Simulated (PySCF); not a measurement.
## Heteronuclear NMR

Mapped SMILES: `[O:1]=[CH:2][c:3]1[cH:4][cH:5][cH:6][cH:7][n:8]1`; H(Xn) means a hydrogen on atom n.

[PySCF 2.14.0 with density-fitted response routines: shielding tensors at B97-2/pcSseg-2 (GIAO); geometry from PBE0-D3(BJ)/def2-TZVP; non-relativistic Hamiltonian; a single conformation; isolated molecule]

**Question.** What are the $^{15}$N shifts?

**Answer.** 
```
atoms                  environment  σ (ppm)  δ (ppm)
   N8  pyridine-type ring nitrogen    -98.4    -59.1
```

Shieldings were converted by a linear fit to measured shifts: $^{15}$N: δ = -149.73 − 0.920σ (rms 6.4 ppm, 44 shifts vs CH3NO2, solution or neat liquid). A few per cent of atoms miss by over 2 rms, more outside the fitted compound classes.

On a 300 MHz spectrometer $^{15}$N resonates near 30.4 MHz, so 1 ppm is 30.4 Hz.

**Question.** Where does $^{17}$O resonate?

**Answer.** 
```tsv
atoms	environment	σ (ppm)	δ (ppm)
O1	aldehyde oxygen	-318.9	576.0
```

Shieldings were converted by a linear fit to measured shifts: $^{17}$O (scatter 12.2 ppm rms vs liquid water, solution or neat liquid). A few per cent of atoms miss by over 2 rms, more outside the fitted compound classes.

On a 500 MHz spectrometer $^{17}$O resonates near 67.8 MHz, so 1 ppm is 67.8 Hz.
